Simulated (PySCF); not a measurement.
C2H3O2, SMILES C(=O)(O)[CH2], multiplicity 2. Geometry: PBE-D3(BJ)/def2-SVP. The isomer is the one that the SMILES or the coordinates give; other isomers of the formula were not compared. Other conformers were not sampled.

All values below come from PySCF with PBE-D3(BJ)/def2-SVP.

Harmonic wavenumbers (cm⁻¹): 284, 409, 543, 569, 637, 745, 902, 949, 1160, 1315, 1413, 1689, 3104, 3237, 3637. Rotational constants (GHz): 11.47, 10.48, 5.475; symmetry number 1.

Q: Work out the zero-point energy and the ideal-gas rigid-rotor harmonic-oscillator thermochemistry at 298.15 K and 1 atm.

A: ZPE = ½ Σ hcν = ½ × 20592 cm⁻¹ = 29.44 kcal/mol. H − E(el) = 32.74 kcal/mol. Entropy in cal/(mol K): translation 38.15, rotation 23.71, vibration 4.51, spin 1.38, total 67.74. G − E(el) = 12.55 kcal/mol. Cp = 16.50 cal/(mol K).
